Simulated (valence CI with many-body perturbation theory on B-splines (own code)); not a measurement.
## Hyperfine factors and g values of Eu22+

Calculated by relativistic CI+MBPT: five valence electrons over a frozen Dirac-Fock core [Kr], radial functions for each j: 7 s, 7 p, 8 d, 6 f, 4 g, 1 h, with the one-electron correlation potential Σ1 (screened to all orders), the two-electron term Σ2, the three-electron term Σ3, Breit, model QED; selected single and double excitations, second order for the rest (own B-spline code, finite nucleus).

No measured spectrum was set against this ion. As an estimate, terms of the open shell hold to 2 to 4 % of their energy, and close levels can change places. Core correlation moves these levels by up to 11000 cm⁻¹, and in measured spectra 5 to 20 % of such shifts remained as error; rates that hang on mixing are uncertain with them. Only levels of the ground parity were solved; by the run's estimate the other parity begins above the list, which can be wrong where configurations are misplaced.

A/g_I is the dipole constant over the nuclear g factor μ/I (μ in nuclear magnetons, uniformly magnetised nucleus), B/Q the quadrupole constant per barn. Both hold the static response of the core; the bare values leave it out. Large factors of s and p1/2 electrons are usually good to 5 to 10 %; those of open d and f shells near neutrality can be off by tens of per cent, and small factors of p3/2, d and f electrons come from cancelling terms and can be off by a factor of two or in sign, in half-filled shells by more. B is blank for J = 1/2, where it vanishes, and for nearly pure S terms. Energies count from the lowest level.

Levels are named by their leading jj configuration (3d3/2^4 stands for four electrons in 3d with j = 3/2), which in mixed levels can hold well under half, so a name can repeat and another be missing. Letters in brackets count levels of one name in rising energy.

| Level | E (cm⁻¹) | g | A/g_I (MHz) | A/g_I bare | B/Q (MHz/b) | B/Q bare |
| --- | --- | --- | --- | --- | --- | --- |
| (4d3/2^4 4d5/2) J=5/2 | 0.0 | 1.711 | 906 | 1910 | 2980 | 2810 |
| (4d3/2^3 4d5/2^2) J=5/2 [a] | 39551 | 1.159 | 3540 | 3670 | 6120 | 5830 |
| (4d3/2^3 4d5/2^2) J=7/2 [a] | 64475 | 1.138 | 4930 | 5020 | 8090 | 7730 |
| (4d3/2^3 4d5/2^2) J=3/2 [a] | 66998 | 1.277 | 5340 | 5650 | 6730 | 6430 |
| (4d3/2^3 4d5/2^2) J=11/2 | 69416 | 1.161 | 5910 | 6030 | -117 | -144 |
| (4d3/2^3 4d5/2^2) J=9/2 | 75618 | 1.159 | 5340 | 5470 | 7250 | 6920 |
| (4d3/2^3 4d5/2^2) J=5/2 [b] | 76959 | 1.118 | 5140 | 5200 | 1970 | 1890 |
| (4d3/2^3 4d5/2^2) J=1/2 | 82113 | 1.787 | -2780 | -1640 |  |  |
| (4d3/2^3 4d5/2^2) J=7/2 [b] | 93723 | 1.150 | 5900 | 6010 | -5060 | -4820 |
| (4d3/2^2 4d5/2^3) J=5/2 [a] | 101090 | 1.220 | 3660 | 3880 | -69.9 | -68.6 |
| (4d3/2^2 4d5/2^3) J=7/2 [a] | 110650 | 1.198 | 4600 | 4780 | -3730 | -3570 |
| (4d3/2^2 4d5/2^3) J=11/2 | 113820 | 1.052 | 6280 | 6230 | 440 | 427 |
| (4d3/2^3 4d5/2^2) J=3/2 [b] | 114760 | 0.822 | 10700 | 10300 | -6550 | -6260 |
| (4d3/2^2 4d5/2^3) J=9/2 [a] | 119340 | 1.149 | 5220 | 5330 | -1410 | -1360 |
| (4d3/2^2 4d5/2^3) J=1/2 [a] | 119720 | 0.717 | 13600 | 13000 |  |  |
| (4d3/2^2 4d5/2^3) J=3/2 [a] | 125530 | 1.182 | 5100 | 5260 | 833 | 790 |
| (4d3/2^2 4d5/2^3) J=13/2 | 125940 | 1.075 | 6530 | 6510 | -8.29 | 0.408 |
| (4d3/2^2 4d5/2^3) J=5/2 [b] | 130550 | 1.012 | 6940 | 6820 | -1810 | -1710 |
| (4d3/2^2 4d5/2^3) J=9/2 [b] | 144060 | 1.109 | 5890 | 5930 | 767 | 734 |
| (4d3/2^2 4d5/2^3) J=7/2 [b] | 147620 | 0.991 | 7980 | 7830 | -544 | -519 |
| (4d3/2^2 4d5/2^3) J=5/2 [c] | 150040 | 1.036 | 6820 | 6740 | 1960 | 1860 |
| (4d3/2^2 4d5/2^3) J=3/2 [b] | 157730 | 0.792 | 10300 | 9830 | 652 | 641 |
| (4d3/2^2 4d5/2^3) J=7/2 [c] | 164290 | 1.066 | 7090 | 7060 | 2080 | 1980 |
| (4d3/2^2 4d5/2^3) J=1/2 [b] | 165030 | 1.884 | -3250 | -1960 |  |  |
| (4d3/2 4d5/2^4) J=5/2 [a] | 165770 | 1.209 | 3040 | 3250 | -4770 | -4550 |
| (4d3/2^2 4d5/2^3) J=9/2 [c] | 178860 | 1.100 | 5970 | 5990 | 5430 | 5210 |
| (4d3/2 4d5/2^4) J=7/2 [a] | 182910 | 1.195 | 4470 | 4650 | -11400 | -10900 |
| (4d3/2 4d5/2^4) J=11/2 | 189230 | 1.067 | 6380 | 6360 | -310 | -254 |
| (4d3/2 4d5/2^4) J=3/2 [a] | 194040 | 0.874 | 7200 | 6870 | -7160 | -6840 |
| (4d3/2 4d5/2^4) J=5/2 [b] | 206140 | 1.125 | 5490 | 5550 | 5940 | 5680 |
| (4d3/2 4d5/2^4) J=9/2 | 209770 | 1.110 | 5660 | 5700 | -12000 | -11500 |
| (4d3/2^2 4d5/2^3) J=5/2 [d] | 217220 | 1.103 | 5120 | 5160 | -2370 | -2240 |
| (4d3/2^2 4d5/2^3) J=3/2 [c] | 219250 | 1.221 | 5110 | 5330 | -5060 | -4850 |
| (4d3/2 4d5/2^4) J=7/2 [b] | 222780 | 0.962 | 7540 | 7350 | 10600 | 10100 |
| (4d3/2 4d5/2^4) J=1/2 | 247310 | 0.940 | -52.9 | -255 |  |  |
| (4d5/2^5) J=5/2 | 272350 | 1.174 | 4410 | 4560 | -9940 | -9490 |
| (4d3/2 4d5/2^4) J=3/2 [b] | 277350 | 0.882 | 10500 | 10200 | 10600 | 10100 |

(1) Take the isotope of mass number 151, with I = 5/2, μ = 3.4635 μN and Q = 0.903 b. What is the hyperfine structure of (4d3/2^3 4d5/2^2) J=5/2 [a]?

Results:

(1) From the table A = 4900 MHz, B = 5530 MHz. Shifts from the centre of gravity in MHz: F = 0: -39000, F = 1: -35400, F = 2: -27800, F = 3: -15100, F = 4: 4190, F = 5: 32000.
